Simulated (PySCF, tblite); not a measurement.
Isomers of C4H3F3NO2 (doublet state), one GFN2-xTB conformer each. Single-point energies are computed at B3LYP/pcH-1 (PySCF, gas phase, no added dispersion term), electronic only. GFN2-xTB treats the open shell by occupation alone, and not every SCF solution was tested for stability.

```
              SMILES  GFN2-xTB relative energy (kJ/mol)
O=C[N]/C=C\OC(F)(F)F                                0.0
O=CN/[C]=C/OC(F)(F)F                               55.3
O=CN/C=[C]/OC(F)(F)F                               69.0
```

Conformers: `[O:1]=[CH:2][N:3]/[CH:4]=[CH:5]\[O:6][C:7]([F:8])([F:9])[F:10]` (doublet state) with O1–C2–N3–C4 -134°, C2–N3–C4–C5 -152°, C4–C5–O6–C7 8°; `[O:1]=[CH:2][NH:3]/[C:4]=[CH:5]/[O:6][C:7]([F:8])([F:9])[F:10]` (doublet state) with O1–C2–N3–C4 -8°, C2–N3–C4–C5 38°, C4–C5–O6–C7 10°; `[O:1]=[CH:2][NH:3]/[CH:4]=[C:5]/[O:6][C:7]([F:8])([F:9])[F:10]` (doublet state) with O1–C2–N3–C4 -1°, C2–N3–C4–C5 8°, C4–C5–O6–C7 27°.

Problem. What does B3LYP/pcH-1 give for the same structures?

Solution. 
```json
{"SMILES": "O=C[N]/C=C\\OC(F)(F)F", "B3LYP/pcH-1 E (Eh)": "-658.90638", "B3LYP/pcH-1 (kJ/mol)": "0.0", "GFN2-xTB (kJ/mol)": "0.0", "point group": "C1"}
{"SMILES": "O=CN/[C]=C/OC(F)(F)F", "B3LYP/pcH-1 E (Eh)": "-658.89949", "B3LYP/pcH-1 (kJ/mol)": "18.1", "GFN2-xTB (kJ/mol)": "55.3", "point group": "C1"}
{"SMILES": "O=CN/C=[C]/OC(F)(F)F", "B3LYP/pcH-1 E (Eh)": "-658.88614", "B3LYP/pcH-1 (kJ/mol)": "53.1", "GFN2-xTB (kJ/mol)": "69.0", "point group": "C1"}
```

Both levels put the same isomer lowest; measured from each level's own lowest isomer, the values differ by up to 37.2 kJ/mol (O=CN/[C]=C/OC(F)(F)F: 55.3 against 18.1). As drawn, the highest has an N–H bond, which the lowest lacks. Neighbours under 21 kJ/mol apart (O=C[N]/C=C\OC(F)(F)F and O=CN/[C]=C/OC(F)(F)F) can change places with a better method, another conformer or zero-point energy.

Problem. What happens when harmonic zero-point energies from GFN2-xTB frequencies are added?

Solution. 
```tsv
SMILES	ZPE (kJ/mol)	electronic (kJ/mol)	with ZPE (kJ/mol)
O=C[N]/C=C\OC(F)(F)F	184.2	0.0	0.0
O=CN/[C]=C/OC(F)(F)F	186.9	18.1	20.9
O=CN/C=[C]/OC(F)(F)F	188.0	53.1	57.0
```

The zero-point energies span 3.8 kJ/mol. The order is unchanged.
